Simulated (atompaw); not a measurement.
## Building the PAW (atompaw) potential for dysprosium (PBE, non-relativistic).

atompaw 4.2.0.5 input, output lines left out:

```
Dy 66
GGA-PBE loggrid 2001 logderivrange -13 5 451
6 6 5 4 0 0
6 0 1
6 1 1
5 2 0
4 3 10
0 0 0
c
c
c
c
v
v
c
c
c
v
v
c
v
v
v
3
2.30 2.10 1.95 1.50
n
n
n
y
0.15
n
custom polynom gramschmidtortho sinc
4 0 troulliermartins
2.20
1.95
1.80
2.30
0.75
2.30
1.00
1.00
```

All-electron outer shells of the reference configuration (PBE, non-relativistic, ld1.x):

```json
{"shell": "4s", "level (eV)": "-343.73", "outermost node (bohr)": "0.30", "outermost maximum (bohr)": "0.53"}
{"shell": "4p", "level (eV)": "-276.46", "outermost node (bohr)": "0.29", "outermost maximum (bohr)": "0.53"}
{"shell": "4d", "level (eV)": "-156.06", "outermost node (bohr)": "0.26", "outermost maximum (bohr)": "0.53"}
{"shell": "5s", "level (eV)": "-43.23", "outermost node (bohr)": "0.67", "outermost maximum (bohr)": "1.25"}
{"shell": "5p", "level (eV)": "-25.66", "outermost node (bohr)": "0.70", "outermost maximum (bohr)": "1.36"}
{"shell": "4f", "level (eV)": "-8.19", "outermost node (bohr)": "–", "outermost maximum (bohr)": "0.53"}
{"shell": "6s", "level (eV)": "-4.11", "outermost node (bohr)": "1.69", "outermost maximum (bohr)": "3.71"}
{"shell": "5d", "level (eV)": "-2.77", "outermost node (bohr)": "0.76", "outermost maximum (bohr)": "1.98"}
{"shell": "6p", "level (eV)": "-1.84", "outermost node (bohr)": "1.97", "outermost maximum (bohr)": "4.76"}
```

**Question.** Estimate the cutoffs (Ry, on a coarse ladder) from which the occupation-weighted sum of valence levels, in a spherical-Bessel basis at the reference potential, stays within 10 and 1 mRy of its value at 400 Ry.

**Answer.** 300 Ry and over 300 Ry.

**Question.** Does the potential have ghost states?

**Answer.** Ghost state, extra bound levels that the all-electron valence spectrum of the same l lacks: s at -192.6 eV. A true bound ghost makes a file unfit for plane-wave use.

**Question.** Is the overlap operator S = 1 + Σ q|β⟩⟨β| positive definite (Bessel basis up to 400 Ry)?

**Answer.** Barely: its lowest eigenvalue is 0.018 (s channel).

**Question.** Which valence shell sets the plane-wave cutoff?

**Answer.** 4d: its level needs 300 Ry to come within 1 mRy, against 230 Ry for 4f.
